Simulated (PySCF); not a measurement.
H4Al, charge -1, singlet, at a GFN2-xTB geometry (such geometries of metal compounds can be far from the true shape). Base run: PySCF with DF-R2SCAN/cc-pVDZ.

Input for PySCF:
```python
from pyscf import gto, scf, dft

mol = gto.M(
    atom='''
Al    0.000000    0.000000    0.000000
H     1.189264   -0.207851    1.091787
H    -1.184882    0.904432    0.653920
H    -0.599867   -1.450317   -0.431617
H     0.595484    0.753737   -1.314090
''',
    basis='cc-pvdz',
    charge=-1,
    spin=0,
    verbose=3,
)

mf = dft.RKS(mol)
mf.xc = 'r2scan'
mf = mf.density_fit(auxbasis='def2-universal-jkfit')
mf.kernel()
```

Variants of this job, named by their change:

| change | basis functions | E (Eh) | HOMO (eV) | HOMO-LUMO gap (eV) |
|---|---|---|---|---|
| base | 38 | -244.80001 | -1.18 | 7.71 |
| basis = LANL2DZ | 16 | -4.37866 | -1.09 | 8.21 |
| basis = 3-21G | 21 | -243.42674 | -1.17 | 8.39 |
| basis = 6-31G | 21 | -244.76797 | -1.26 | 8.15 |
| basis = cc-pV(D+d)Z | 43 | -244.80468 | -1.18 | 7.66 |
| basis = 6-311G** | 50 | -244.81348 | -1.37 | 7.14 |
| basis = 6-311++G** | ? | ? | -1.44 | ? |
| basis = aug-pcseg-1 | 63 | ? | ? | ? |
| basis = aug-cc-pVDZ | 63 | ? | ? | ? |
| basis = cc-pVTZ | 90 | -244.81884 | -1.32 | 7.43 |
| basis = def2-TZVPP | ? | ? | -1.32 | ? |
| basis = aug-cc-pVTZ | 142 | -244.82078 | -1.44 | 4.55 |
| basis = cc-pVQZ | 179 | -244.82524 | -1.41 | 6.91 |

Complete the blanks.


- basis = 6-311++G**, basis functions: 58
- basis = 6-311++G**, E (Eh): -244.81471
- basis = 6-311++G**, HOMO-LUMO gap (eV): 6.08
- basis = aug-pcseg-1, E (Eh): -244.79917
- basis = aug-pcseg-1, HOMO (eV): -1.45
- basis = aug-pcseg-1, HOMO-LUMO gap (eV): 4.63
- basis = aug-cc-pVDZ, E (Eh): -244.80509
- basis = aug-cc-pVDZ, HOMO (eV): -1.42
- basis = aug-cc-pVDZ, HOMO-LUMO gap (eV): 4.88
- basis = def2-TZVPP, basis functions: 98
- basis = def2-TZVPP, E (Eh): -244.81778
- basis = def2-TZVPP, HOMO-LUMO gap (eV): 7.46

Totals compare only among sets that treat the same electrons; sets with core potentials leave the core out.
